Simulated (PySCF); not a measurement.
B(Br)2(OH) (BBr2HO), SMILES OB(Br)Br.

Coordinates come from a PBE0-D3(BJ)/def2-SVP optimisation. The values are those of a single conformer.

Method: PBE/def2-TZVPD (PySCF).

Gas-phase values at a fixed geometry.

Computed frontier levels, gap, dipole moment and polarisability:
| Quantity | Result |
|---|---|
| highest occupied level | -7.08 eV |
| lowest empty level | -1.75 eV |
| orbital gap | 5.33 eV |
| dipole moment | 1.65 D |
| quadrupole, principal values (traceless, Buckingham form, about the centre of nuclear charge) | -5.03, -1.64, 6.67 D·Å |
| mean static polarisability | 64.3 bohr³ (9.53 Å³) |
| polarisability, principal values | 48.4, 62.8, 81.8 bohr³ |
